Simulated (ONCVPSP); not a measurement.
## Se (Z = 34): one change to an ONCV potential, before and after

| Property | Result |
| --- | --- |
| Element | Se (Z = 34) |
| Generator | ONCVPSP 4.0.1 |
| Type | optimised norm-conserving Vanderbilt (ONCV) |
| Functional | PBE |
| Relativity | fully relativistic |
| Frozen core | [Ne] |
| Valence charge | 24 |
| Reference configuration | 3s2 3p6 3d10 4s2 4p3 (charge +1) |
| Partial waves | 3s+4s: rc 0.95 bohr, ncon 4, nbas 9, qcut 14.2 1/bohr, 3 projectors, debl 0.4 Ha; 3p+4p: rc 1.00 bohr, ncon 4, nbas 8, qcut 10.8 1/bohr, 2 projectors; 3d: rc 0.80 bohr, ncon 4, nbas 9, qcut 16.8 1/bohr, 2 projectors, debl 3.8 Ha |
| Local potential | polynomial inside 0.55 bohr (lpopt 5, dvloc0 -1 Ha) |
| Core correction | Teter function, fcfact 5, rcfact 1.5 |

Open shells are filled in proportion to 2j + 1.

In the s channel the program set the typed energies aside and used -8.229, -0.987, 0.250 Ha.

All-electron outer shells of the reference configuration (PBE, scalar-relativistic, ld1.x):

```tsv
shell	level (eV)	outermost node (bohr)	outermost maximum (bohr)
2s	-1617.75	0.06	0.17
2p	-1424.18	–	0.13
3s	-224.02	0.24	0.50
3p	-163.48	0.21	0.50
3d	-63.61	–	0.45
4s	-26.86	0.70	1.49
4p	-15.41	0.74	1.75
```

Change: p: rc 1.46.

Cutoffs: the cutoffs (Ha) at which the residual kinetic energy of the hardest occupied pseudo-wave falls to 1 and 0.1 mHa per electron; they do not see the model core or the augmentation charge, which bear on the density cutoff. Errors are all-electron minus pseudo energies relative to the spin-unpolarised reference configuration.

Question: What does the change do?

Answer: The potential gets neither clearly harder nor softer (133 Ha and 318 Ha → 133 Ha and 318 Ha); the d channel sets the loose cutoff, while the largest relative change is in p, which becomes softer; of the 4 tests that both files solve, the error grows in 0 and shrinks in 2 by more than 15 % and 0.3 meV (median size 0.5 → 0.1 meV); neither file shows a bound ghost.

| quantity | base | changed |
| --- | --- | --- |
| cutoff, loose | 133 Ha | 133 Ha |
| cutoff, tight | 318 Ha | 318 Ha |
| loose cutoff by channel | s 69 Ha, p 57 Ha, d 133 Ha | s 69 Ha, p 43 Ha, d 133 Ha |
| bound ghosts | none | none |
| GHOST(+) flags under 300 eV | none | none |
| error for 3s2 3p6 3d10 4s2 4p4, meV [ΔE -10.85 eV] | -0.3 | -0.1 |
| error for 3s2 3p6 3d10 4s2 4p2, meV [ΔE 20.35 eV] | +0.7 | 0.0 |
| error for 3s2 3p6 3d10 4s2 4p1, meV [ΔE 51.23 eV] | +2.1 | -0.4 |
| error for 3s2 3p6 3d10 4s1 4p4, meV [ΔE 11.53 eV] | 0.0 | 0.0 |
| s: phases at 0.96 bohr within 0.05 rad from the reference energy up to (Ha; the scan ends near 5) | to the end of the scan | to the end of the scan |
| d5/2: phases at 0.81 bohr within 0.05 rad from the reference energy up to (Ha; the scan ends near 5) | to the end of the scan | to the end of the scan |
| d3/2: phases at 0.81 bohr within 0.05 rad from the reference energy up to (Ha; the scan ends near 5) | to the end of the scan | to the end of the scan |
| rms error of d²Exc/dni dnj with the model core, mHa | 6.31 | 5.95 |
